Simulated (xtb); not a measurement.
The xtb input:
```
$ xtb mol.xyz --gfn 2 --uhf 1 --opt vtight --json

# file mol.xyz
8

F      2.55746867     1.12710300     0.06877468
C      1.44874943     0.65043725    -0.23196981
C      0.44905816     0.08000197     0.38496823
F      0.40300410    -0.20683173     1.72794433
C     -0.91438900    -0.27235040    -0.41317780
F     -1.97137720     0.24500595     0.26488184
F     -0.81461147     0.02250983    -1.61174331
F     -1.08763142    -1.66817127    -0.24204660
```

Question: Estimate the dipole moment that GFN2-xTB (xtb) returns for this input.

Answer: 1.90 D

Question: Estimate the total energy at the end of the optimisation that GFN2-xTB returns for this input.

Answer: -29.9426 Eh
